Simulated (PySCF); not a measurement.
Computed IR spectrum (relative IR intensity) of a molecule CH8FNSi2. Coordinates come from a PBE0-D3(BJ)/def2-SVP optimisation. The values are those of a single conformer. All values below come from PySCF 2.14.0 with PBE0-D3(BJ)/def2-SVP. Frequencies are harmonic and unscaled.

Lines under 2 % of the strongest are left out, and lines within 2 cm⁻¹ are merged.

```json
[
 {"ν (cm⁻¹)": "172", "relative intensity": "3.1"},
 {"ν (cm⁻¹)": "270", "relative intensity": "8.9"},
 {"ν (cm⁻¹)": "274", "relative intensity": "16"},
 {"ν (cm⁻¹)": "404", "relative intensity": "4.7"},
 {"ν (cm⁻¹)": "492", "relative intensity": "2.6"},
 {"ν (cm⁻¹)": "614", "relative intensity": "3.1"},
 {"ν (cm⁻¹)": "679", "relative intensity": "5.4"},
 {"ν (cm⁻¹)": "735", "relative intensity": "8.7"},
 {"ν (cm⁻¹)": "786", "relative intensity": "100"},
 {"ν (cm⁻¹)": "822", "relative intensity": "8.6"},
 {"ν (cm⁻¹)": "844", "relative intensity": "88"},
 {"ν (cm⁻¹)": "853", "relative intensity": "87"},
 {"ν (cm⁻¹)": "904", "relative intensity": "79"},
 {"ν (cm⁻¹)": "922", "relative intensity": "13"},
 {"ν (cm⁻¹)": "949", "relative intensity": "36"},
 {"ν (cm⁻¹)": "1093", "relative intensity": "4.0"},
 {"ν (cm⁻¹)": "1262", "relative intensity": "3.2"},
 {"ν (cm⁻¹)": "1638", "relative intensity": "8.7"},
 {"ν (cm⁻¹)": "2195", "relative intensity": "33"},
 {"ν (cm⁻¹)": "2205", "relative intensity": "31"},
 {"ν (cm⁻¹)": "2227", "relative intensity": "48"},
 {"ν (cm⁻¹)": "2236", "relative intensity": "61"},
 {"ν (cm⁻¹)": "3058", "relative intensity": "4.8"}
]
```

Question: Which molecule gave these data?
A. N[SiH2]C[SiH2]F
B. NC[SiH2][SiH2]F
C. C[Si@@H](F)N[SiH3]
D. C[Si@@H](F)[SiH2]N

Answer: B, NC[SiH2][SiH2]F
